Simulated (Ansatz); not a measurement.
Stepwise reaction of `O[Si](F)(F)[SiH3]` with hydrogen, as a gas-phase model of exchange steps in deposition or etching. ΔE in kJ/mol; ΔG adds harmonic PBE0-D4 terms to CCSD(T)/CBS, at 1 bar.

Isolated molecules relaxed with PBE0-D4/def2-TZVP in Ansatz; ΔE leaves out vibrations. CCSD(T)/CBS adds triple-zeta CCSD(T) − MP2 to the extrapolated MP2 energy (def2 sets, frozen cores). This one scheme is used for every species. Functionals use def2-TZVPP. B3LYP here is the variant with VWN-RPA as its local correlation; programs differ in this. One conformer a species, not always the lowest.

```csv
step,reaction,PBE-D4,B3LYP-D4,ωB97M-V,CCSD(T)/CBS,ΔG(400 K)
2,`O[SiH](F)[SiH3]` + H₂ → `O[SiH2][SiH3]` + H–F,125.5,135.1,135.2,131.3,130.9
```

Question: Give the row of step 1, `O[Si](F)(F)[SiH3]` + H₂ → `O[SiH](F)[SiH3]` + H–F. (Estimate.)

Answer: The calculation gave: 
```
step                                            reaction  PBE-D4  B3LYP-D4  ωB97M-V  CCSD(T)/CBS  ΔG(400 K)
   1  `O[Si](F)(F)[SiH3]` + H₂ → `O[SiH](F)[SiH3]` + H–F   137.3     146.2    146.8        142.6      143.9
```

Question: By hand: ΔE of the 2 steps together at CCSD(T)/CBS.

Answer: (142.6) + (131.3) = 273.9 kJ/mol, or 136.9 kJ/mol a step.

In ΔE each step is lower than the one before. All are uphill at CCSD(T)/CBS. ΔG lies between 130.9 and 143.9 kJ/mol a step. PBE-D4 differs from CCSD(T)/CBS by -5.8 to -5.3 kJ/mol a step. Isolated molecules leave out the surface, adducts and barriers. Largest T1 diagnostic: 0.013.
